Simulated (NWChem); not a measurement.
Species: C₂H₆MgS; SMILES [CH3][Mg][S]C

```xyz
10

Mg    -0.1092    -1.0644     0.0100
C     -0.4254    -3.1281     0.0362
H      0.5269    -3.6811     0.1063
H     -0.9367    -3.4786    -0.8764
H     -1.0436    -3.4384     0.8958
S      0.3136     1.2173    -0.0105
C     -1.3453     1.9948    -0.0338
H     -1.9174     1.7308    -0.9348
H     -1.1923     3.0830    -0.0400
H     -1.9369     1.7438     0.8583
```
Atoms are numbered in this order, from 1.

Level: PBE0/def2-SVP (NWChem), optimised geometry, unscaled harmonic frequencies. 

**Question.** List the harmonic frequencies with IR intensities, and the thermochemistry.

**Answer.** 
```tsv
frequency (cm⁻¹)	IR intensity (km/mol)
4	0.3
52	0.2
77	6.8
124	25.0
166	16.7
349	8.4
579	85.9
585	77.9
605	70.0
725	8.4
951	8.2
964	7.4
1145	0.1
1334	20.3
1422	0.0
1423	0.0
1454	6.2
1460	6.3
3038	15.7
3061	34.7
3139	7.1
3141	7.4
3166	4.9
3171	1.9
```

| Quantity | Value |
|---|---|
| zero-point energy | 45.9 kcal/mol |
| thermal correction to the enthalpy at 298.15 K (with zero-point energy) | 51.4 kcal/mol |
| heat capacity Cv | 22.8 cal/(mol K) |
| entropy at 298.15 K and 1 atm (symmetry number 1) | 93.3 cal/(mol K) |
| dipole moment | 1.70 D |

Rigid rotor and harmonic oscillator; modes under 100 cm⁻¹ make the entropy uncertain.
